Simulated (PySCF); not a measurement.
C6H9FO2Si.
Numbering: `[CH3:1][C:2]#[C:3][SiH2:4][O:5][C@@H:6]1[CH2:7][C@H:8]([F:9])[O:10]1`

Structure used (GFN2-xTB), in Å, numbered top down from 1:
```
atom  x, y, z in Å
C1     4.5047   -0.9183   -0.3436
C2     3.1554   -0.4441   -0.5563
C3     2.0268   -0.0577   -0.7237
Si4    0.3253    0.5621   -1.0595
O5    -0.3129    0.4300    0.4592
C6    -1.5936    0.6809    0.7945
C7    -2.5934   -0.4836    0.6263
C8    -3.2584    0.4456   -0.3825
F9    -3.2169   -0.0200   -1.6675
O10   -2.3252    1.4625   -0.1661
H11    4.8162   -1.5368   -1.1853
H12    5.1869   -0.0732   -0.2537
H13    4.5528   -1.5108    0.5697
H14   -0.3642   -0.3147   -2.0110
H15    0.3227    1.9600   -1.4871
H16   -1.6163    1.1719    1.7776
H17   -2.1451   -1.3626    0.1716
H18   -3.1812   -0.7468    1.4989
H19   -4.2935    0.7649   -0.2074
```

NICS = −σ at a ghost point: NICS(0) at the centroid of the ring atoms, NICS(1) 1 Å to either side along the normal of their mean plane, zz for the tensor component along that normal. Level: GIAO PBE0/pcSseg-1 (PySCF, non-relativistic, gas phase) on the GFN2-xTB geometry, one conformer.

Ring bond lengths (Å), with Mayer bond orders in brackets: C6–C7 1.544 (1.01), C7–C8 1.524 (1.02), C8–O10 1.397 (0.99), O10–C6 1.438 (0.92).

Give the NICS values of each ring in ppm.

| ring | type | NICS(0) | NICS(1), two faces | NICS(1)zz, two faces | rms pucker (Å) | centre to ring atoms, mean (Å) |
| --- | --- | --- | --- | --- | --- | --- |
| C6–C7–C8–O10 | 4-membered ring with O; formal bonds all single | -1.6 | -1.8 / 0.5 | -2.0 / 4.3 | 0.00 | 1.04 |

What do they say, and how far can they be read as aromaticity?

- C6–C7–C8–O10: mean NICS(1)zz 1.2 ppm, near zero. C6, C7, C8 have four or more neighbours, and the NICS criterion for π rings isn't applied. The two faces differ by 6.3 ppm, so no symmetry operation interchanges them.

At the first NICS(1) probe listed for ring C6–C7–C8–O10, 1 Å off the ring, what do the in-plane components average?

The isotropic value is a third of the trace: (3 × -1.8 − (-2.0))/2 = -1.7 ppm.

What are the shieldings of the ring atoms and their hydrogens in the same run (means over atoms taken as equivalent)?

```
atoms                     environment  σ isotropic (ppm)
   C6  sp3 carbon bearing two oxygens               90.6
   C7       four-membered-ring carbon              142.3
   C8                  sp3 C–F carbon               77.2
  O10             cyclic ether oxygen              164.9
  H16                methine hydrogen              25.93
  H17              methylene hydrogen              29.18
  H18              methylene hydrogen              28.63
  H19                methine hydrogen              25.75
```
